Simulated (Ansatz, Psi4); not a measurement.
Ansatz (a quantum-chemistry and plane-wave program) was given this input:
Ansatz 0.2 input:
```yaml
crystal:
  periodic: [false, false, false]
  atoms:
    - {symbol: Si, position_ang: [-0.01394313, 2.09614472, -0.79913652]}
    - {symbol: Si, position_ang: [0.04558500, 0.14517732, 0.46898895]}
    - {symbol: Si, position_ang: [1.91744944, -1.16426879, 0.02240857]}
    - {symbol: Si, position_ang: [-1.94350764, -1.05927062, 0.36518505]}
    - {symbol: H, position_ang: [1.20137455, 2.90488590, -0.67825699]}
    - {symbol: H, position_ang: [-0.16176468, 1.78520261, -2.22362805]}
    - {symbol: H, position_ang: [-1.12917524, 2.98053605, -0.45309522]}
    - {symbol: H, position_ang: [0.18280575, 0.58219256, 1.88074744]}
    - {symbol: H, position_ang: [3.18280585, -0.44523778, 0.18824825]}
    - {symbol: H, position_ang: [1.89596136, -1.64599453, -1.36149566]}
    - {symbol: H, position_ang: [2.00972012, -2.35449961, 0.87123596]}
    - {symbol: H, position_ang: [-1.95871071, -2.23300110, 1.24140469]}
    - {symbol: H, position_ang: [-3.12199303, -0.26661890, 0.72371910]}
    - {symbol: H, position_ang: [-2.17919530, -1.55642221, -0.99312418]}
basis:
  gaussian:
    orbitals: STO-3G
hamiltonian:
  xc: pbe
accuracy: high
```

Q: Convert this to an input for Psi4.

A: One answer among several that fit: 
```
memory 2 GB

molecule mol {
0 1
  Si   -0.013943    2.096145   -0.799137
  Si    0.045585    0.145177    0.468989
  Si    1.917449   -1.164269    0.022409
  Si   -1.943508   -1.059271    0.365185
  H     1.201375    2.904886   -0.678257
  H    -0.161765    1.785203   -2.223628
  H    -1.129175    2.980536   -0.453095
  H     0.182806    0.582193    1.880747
  H     3.182806   -0.445238    0.188248
  H     1.895961   -1.645995   -1.361496
  H     2.009720   -2.354500    0.871236
  H    -1.958711   -2.233001    1.241405
  H    -3.121993   -0.266619    0.723719
  H    -2.179195   -1.556422   -0.993124
}

set basis sto-3g
set reference rks
set scf_type pk
set puream true
set d_convergence 1e-8
set dft_radial_points 99
set dft_spherical_points 590

energy('pbe')
print_variables()
```

Both were run: Ansatz gave -1149.912022 Eh and Psi4 -1149.912021 Eh, 0.002 mEh apart.
